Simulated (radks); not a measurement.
Results of a calculation; reference values are marked as such.
Removal energies from the scandium ion Sc2+, [Ar] 3d1, by Delta-SCF beside the eigenvalue of the level emptied. Code: a radial shooting solver on a logarithmic mesh with Libxc functionals. Model: scalar-relativistic Kohn-Sham, PBE, spin-polarised, spherical densities, finite nucleus; Fermi nuclear charge, rms radius of each element as measured or else 0.836 A^(1/3) + 0.57 fm. Open shells are filled with parallel spins first.

| removed from | final configuration | Delta-SCF (eV) | -eigenvalue (eV) |
|---|---|---|---|
| 3d | [Ar] | 25.091 | 18.305 |
| 3p | [Ne] 3s2 3p5 3d1 | 56.303 | 48.449 |
| 3s | [Ne] 3s1 3p6 3d1 | 78.126 | 69.901 |
| 2p | [He] 2s2 2p5 3s2 3p6 3d1 | 428.07 | 403.61 |
